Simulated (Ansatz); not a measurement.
Species, as SMILES: [AlH] (AlH) (closed-shell singlet).
Atoms: Al1, H2. Bonds: Al1-H2.

Basis-set convergence of the optimised Al1-H2 bond length at PBE with Ansatz (a first-principles code). Cartesian d functions, on some or all atoms, in 6-31G*, 6-31+G*, 6-311G**, 6-311+G**; all else is spherical. The program fits the integrals of some runs and decomposes those of others, by size. No added dispersion term, no relativity. Reference: the value in aug-cc-pV(5+d)Z, 1.6766 Å, itself unsure by roughly 0.0007 Å (its mean distance from pcseg-4, aug-pcseg-3, aug-cc-pV(Q+d)Z). Deviations are taken from unrounded values.

```
basis            functions  optimised Al1-H2 bond length (Å)
---------------  ---------  --------------------------------
6-31G*                  21                            1.6907
6-31+G*                 25                            1.6907
def2-SVP                23                            1.6845
def2-SVPD               32                            1.6831
pcseg-1                 23                            1.6894
aug-pcseg-1             36                            1.6866
cc-pV(D+d)Z             28                            1.6886
aug-cc-pV(D+d)Z         41                            1.6857
6-311G**                33                            1.6842
6-311+G**               37                            1.6840
def2-TZVP               43                            1.6801
def2-TZVPD              52                            1.6801
pcseg-2                 48                            1.6786
aug-pcseg-2             73                            1.6774
cc-pV(T+d)Z             53                            1.6790
aug-cc-pV(T+d)Z         78                            1.6784
def2-TZVPP              56                            1.6791
def2-TZVPPD             65                            1.6791
cc-pV(Q+d)Z             94                            1.6757
aug-cc-pV(Q+d)Z        135                            1.6755
pcseg-3                 97                            1.6776
aug-pcseg-3            138                            1.6771
def2-QZVPP             100                            1.6771
def2-QZVPPD            109                            1.6771
cc-pV(5+d)Z            155                            1.6766
aug-cc-pV(5+d)Z        216                            1.6766
```

What the diffuse functions change, pair by pair:
- 6-31G* to 6-31+G*: 4 more functions, deviation 0.0141 to 0.0142 Å
- def2-SVP to def2-SVPD: 9 more functions, deviation 0.0079 to 0.0065 Å
- pcseg-1 to aug-pcseg-1: 13 more functions, deviation 0.0128 to 0.0100 Å
- cc-pV(D+d)Z to aug-cc-pV(D+d)Z: 13 more functions, deviation 0.0120 to 0.0091 Å
- 6-311G** to 6-311+G**: 4 more functions, deviation 0.0076 to 0.0074 Å
- def2-TZVP to def2-TZVPD: 9 more functions, deviation 0.0036 to 0.0035 Å
- pcseg-2 to aug-pcseg-2: 25 more functions, deviation 0.0020 to 0.0008 Å
- cc-pV(T+d)Z to aug-cc-pV(T+d)Z: 25 more functions, deviation 0.0024 to 0.0018 Å
- def2-TZVPP to def2-TZVPPD: 9 more functions, deviation 0.0026 to 0.0025 Å
- cc-pV(Q+d)Z to aug-cc-pV(Q+d)Z: 41 more functions, deviation -0.0009 to -0.0010 Å
- pcseg-3 to aug-pcseg-3: 41 more functions, deviation 0.0010 to 0.0005 Å
- def2-QZVPP to def2-QZVPPD: 9 more functions, deviation 0.0005 to 0.0005 Å
- cc-pV(5+d)Z to aug-cc-pV(5+d)Z: 61 more functions, deviation 0.0000 to 0.0000 Å

Leaving out the reference's own pair, they bring the value nearer the reference by more than 0.0007 Å in 4 of 12 pairs.
